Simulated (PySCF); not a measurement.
# Tl(OH) at several levels of theory

Computed with PySCF 2.14.0 (density fitting, no spin-orbit coupling) at the geometry relaxed with PBE0:

```xyz
3
Tl(OH) (singlet)
Tl    0.0976    0.0000    0.0191
O    -0.2393    0.0000    2.1269
H     0.4869    0.0000    2.7609
```

```
    level                                           basis    state  HOMO (eV)  gap (eV)  charge on Tl1 (e)  dipole about the centre of mass (D)  largest force component (eV/Å)
     PBE0  Tl def2-SVP with ECP60, O def2-SVP, H def2-SVP  singlet      -6.53      5.28               0.40                                 2.36                            0.01
      PBE                                        the same  singlet      -5.29      3.39               0.32                                 2.03                            0.51
     TPSS                                        the same  singlet      -5.31      3.56               0.35                                 2.10                            0.48
CAM-B3LYP                                        the same  singlet      -7.84      7.35               0.39                                 2.36                            0.22
     BP86                                        the same  singlet      -5.42      3.43               0.32                                 2.03                            0.55
     PBE0       Tl x2c-SVPall, O x2c-SVPall, H x2c-SVPall  singlet      -6.53      5.30               0.42                                 2.37                            0.23
```

Charges are Mulliken's, which hang on the basis. The relaxation used the grid (50, 194), these runs (75, 302) or, all-electron (x2c bases, spin-free X2C Hamiltonian), (99, 590).

Q: What does PBE0 with Tl def2-TZVP with ECP60, O def2-TZVP, H def2-TZVP give here?

A: state singlet, HOMO (eV) -6.75, gap (eV) 5.39, charge on Tl1 (e) 0.48, dipole about the centre of mass (D) 2.76, largest force component (eV/Å) 0.17. Time: 2.9 s on 2 threads of Arm Neoverse V1 (shared host), from free ions and atoms.

In the first row's basis the gap widens with exact exchange: 3.4 to 3.6 eV for PBE, BP86, TPSS (none); 5.3 eV for PBE0 (a fixed share); 7.4 eV for CAM-B3LYP (rising or full at long range).
